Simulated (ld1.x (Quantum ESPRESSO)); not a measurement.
# How hard is this O RRKJ potential?

| Property | Result |
| --- | --- |
| Element | oxygen (O) |
| Generator | ld1.x (Quantum ESPRESSO) 7.5 |
| Type | norm-conserving RRKJ (Kleinman–Bylander form) |
| Functional | LDA (PZ) |
| Relativity | non-relativistic |
| Frozen core | [He] |
| Valence charge | 6 |
| Reference configuration | 2s2 2p2 (charge +2) |
| Partial waves | 2p (bound): rc 1.35 bohr; 3d channel at 0.1 Ry: rc 1.15 bohr; 2s (bound): rc 0.90 bohr |
| Local potential | the s channel |
| Core correction | a·sin(br)/r model core inside 0.45 bohr |
| rho0 | 0.01 |

The pseudo-atom Hamiltonian at the reference potential is diagonalised in spherical Bessel functions j_l(qr) that vanish at 20 bohr, with q² up to the cutoff. All-electron valence levels (Ry): 2p -3.1865, 2s -4.2597.

Task: How do the lowest levels (Ry) of each channel move with the cutoff, and are there ghosts?

Result:

```tsv
cutoff (Ry)	p #1	p #2	d #1	s #1	f #1	Σ f·Δε (mRy)
8	-1.8969	-0.5903	-0.5557	-4.0342	-0.2558	3030.4
21	-2.6255	-0.7212	-0.5674	-4.0891	-0.2559	1463.3
45	-3.1421	-0.8031	-0.5694	-4.2212	-0.2559	165.8
70	-3.1859	-0.8099	-0.5696	-4.2542	-0.2559	12.3
120	-3.1865	-0.8101	-0.5696	-4.2565	-0.2559	6.4
230	-3.1865	-0.8101	-0.5696	-4.2596	-0.2559	0.3
400	-3.1865	-0.8101	-0.5696	-4.2597	-0.2559	0.0
```

Result: no extra level below or beside the all-electron valence levels (p, d, s, f tested); 10 mRy is reached at 80 Ry and 1 mRy at 180 Ry.

Its largest configuration-test error is +969 meV.
